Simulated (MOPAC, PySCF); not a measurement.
H₂AlI, SMILES `[AlH2][I]`, neutral singlet in the gas phase. 

Z-matrix (Å, degrees):
```
Al
H 1 1.5768
H 1 1.5768 2 124.51
I 1 2.4719 2 117.74 3 180.00
```
Charge 0, multiplicity 1.

All levels are single points at this geometry (PBE0-D3(BJ)/def2-TZVP); Pople sets use spherical d functions. Orbital energies aren't observables, and empty levels follow the basis.

| level | HOMO (eV) | LUMO (eV) | gap (eV) | dipole (D) | vertical IE, Delta-SCF (eV) |
|---|---|---|---|---|---|
| PBE0-D3(BJ)/def2-TZVP in PySCF | -7.68 | -1.88 | 5.80 | 0.98 | – |
| B3LYP/6-311+G** (LANL2DZ on I) in PySCF | -7.46 | -2.13 | 5.33 | 1.43 | – |
| M06-2X/6-31G* (LANL2DZ on I) in PySCF | -8.56 | -1.36 | 7.20 | 1.77 | – |
| AM1 in MOPAC | -10.27 | -1.90 | 8.38 | 1.51 | – |
| PM3 in MOPAC | -10.25 | -2.82 | 7.43 | 2.80 | – |
| PM6 in MOPAC | -9.89 | -0.09 | 9.80 | 1.59 | – |
